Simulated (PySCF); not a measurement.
Cu(OH2)4 (CuH8O4), SMILES [OH2]->[Cu+2](<-[OH2])(<-[OH2])<-[OH2] (connectivity only; charge and spin as stated), charge +2, multiplicity 2.

Coordinates come from a PBE0-D3(BJ)/def2-SVP optimisation. The spin state was assumed, not searched. The isomer is the one that the SMILES or the coordinates give; other isomers of the formula were not compared.

Computed with PBE0-D3(BJ)/def2-SVP (PySCF 2.14.0).

Frequencies are harmonic and unscaled.

Modes within 1.5 cm⁻¹ of each other (mostly degenerate sets) share a row, with their intensities summed.

```
mode   ν (cm⁻¹)  IR (km/mol)  moving atoms (share of kinetic energy)
-----  --------  -----------  --------------------------------------
1            46          0.0                                  H 97 %
2            48          0.0                          O 88 %, H 12 %
3           120         36.2                 Cu 44 %, O 43 %, H 13 %
4–5         138         98.6                  O 62 %, H 28 %, Cu 9 %
6           148          0.0                          O 79 %, H 21 %
7–8         198        110.0                  H 78 %, O 14 %, Cu 9 %
9           252        598.9                                  H 85 %
10          345          0.0                          O 85 %, H 15 %
11–12       358        378.4                                  H 94 %
13–14       368          0.0                                  H 92 %
15          424          0.0                          O 88 %, H 12 %
16–17       472         55.7                 O 58 %, Cu 30 %, H 12 %
18          621        226.0                          H 85 %, O 13 %
19–20       638        209.6                          H 82 %, O 14 %
21          648          0.0                          H 83 %, O 17 %
22–24      1618        341.5                           H 91 %, O 9 %
25         1630          0.0                                  H 92 %
26         3761          0.0                                  H 96 %
27–28      3764       1046.7                                  H 96 %
29         3779          0.0                                  H 96 %
30–33      3848       1314.0                                  H 92 %
```
